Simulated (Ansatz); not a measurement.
`CC[Si]Br`, 9 atoms. Charge 0, multiplicity 1. Correlated methods include outer-core shells of Br, which these sets cover unevenly. Scalar relativity is left out up to krypton. All runs use 4 threads of an Intel Xeon 6975P-C on a shared host. Correlated methods freeze the cores.

(1) Give the basis size and wall time and peak host memory of each of these runs in Ansatz. RKS ωB97X-V/def2-TZVPP energy; RKS ωB97M-V/def2-QZVPP energy; RKS revPBE-D4/def2-TZVPP energy; RKS ωB97M-V/def2-SVP energy; direct RPA on PBE orbitals/def2-TZVPP energy; RKS B3LYP-D4/def2-TZVPP energy and forces; RKS LC-ωPBE/def2-TZVPP energy; RKS PBE0-D4/def2-TZVP frequencies; RHF-MP2/def2-QZVPP energy; RKS PBE0-D4/def2-SVP energy; RHF-CCSD(T)/def2-SVP energy; RKS PBE0-D4/def2-QZVPP energy. (Best estimate.)

Answers

(1) The calculation gave: Other jobs shared the machine, so times are rough.

```csv
level,job,functions,wall time,peak host memory (GiB)
RKS PBE0-D4/def2-SVP,energy,103,0.6 s,0.48
RKS revPBE-D4/def2-TZVPP,energy,222,0.95 s,0.29
RKS LC-ωPBE/def2-TZVPP,energy,222,1.3 s,0.48
RKS ωB97M-V/def2-SVP,energy,103,2.1 s,0.48
direct RPA on PBE orbitals/def2-TZVPP,energy,222,2.3 s,0.52
RHF-CCSD(T)/def2-SVP,energy,103,2.3 s,0.48
RKS B3LYP-D4/def2-TZVPP,energy and forces,222,2.4 s,0.64
RKS ωB97X-V/def2-TZVPP,energy,222,3.1 s,0.71
RKS PBE0-D4/def2-QZVPP,energy,423,4 s,1.6
RKS ωB97M-V/def2-QZVPP,energy,423,8.5 s,1.9
RHF-MP2/def2-QZVPP,energy,423,12 s,2.4
RKS PBE0-D4/def2-TZVP,frequencies,177,59 s,0.48
```

B3LYP here is the variant with VWN-RPA as its local correlation; programs differ in this. LC-ωPBE has ω = 0.4 bohr⁻¹.
